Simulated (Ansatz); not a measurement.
Born–Oppenheimer molecular dynamics of GaH4N (6 atoms, charge 0, multiplicity 1). It starts from a relaxed structure.

Method: RKS PBE0/def2-SVP in Ansatz.

```
ensemble                      : NVE (velocity Verlet)
time step                     : 0.5 fs
steps asked                   : 250
starting velocities drawn for : 300 K
seed                          : 367370
```

First frame:

```xyz
6
Properties=species:S:1:pos:R:3
Ga 0.000 0.000 0.019
N 0.000 0.000 1.830
H -0.834 -0.074 2.401
H 0.834 0.074 2.401
H 1.391 0.123 -0.685
H -1.391 -0.123 -0.685
```

Task: How far do the bonds stretch over the last three quarters of this one trajectory? (Pairs bonded in most of those frames.)

Result: 
| bond | mean (Å) | spread (Å) | shortest | longest |
| --- | --- | --- | --- | --- |
| Ga1–N2 | 1.816 | 0.027 | 1.78 | 1.86 |
| Ga1–H5 | 1.566 | 0.037 | 1.51 | 1.62 |
| Ga1–H6 | 1.569 | 0.031 | 1.52 | 1.61 |
| N2–H3 | 1.015 | 0.013 | 0.99 | 1.04 |
| N2–H4 | 1.015 | 0.013 | 0.99 | 1.04 |

Mean temperature of the second half: 151 K. The conserved energy stayed within 0.13 meV per atom of its start (net change 0.038 meV per atom), so the integration is sound. Over the second half the temperature averaged 0.50 of the 300 K drawn at the start: a run that starts near a minimum puts about half its kinetic energy into the potential. A run of 0.12 ps of so small a system gives no equilibrium averages.

The run took 6.1 min on 1 thread of Arm Neoverse V2 (shared host), peak memory 0.12 GiB.
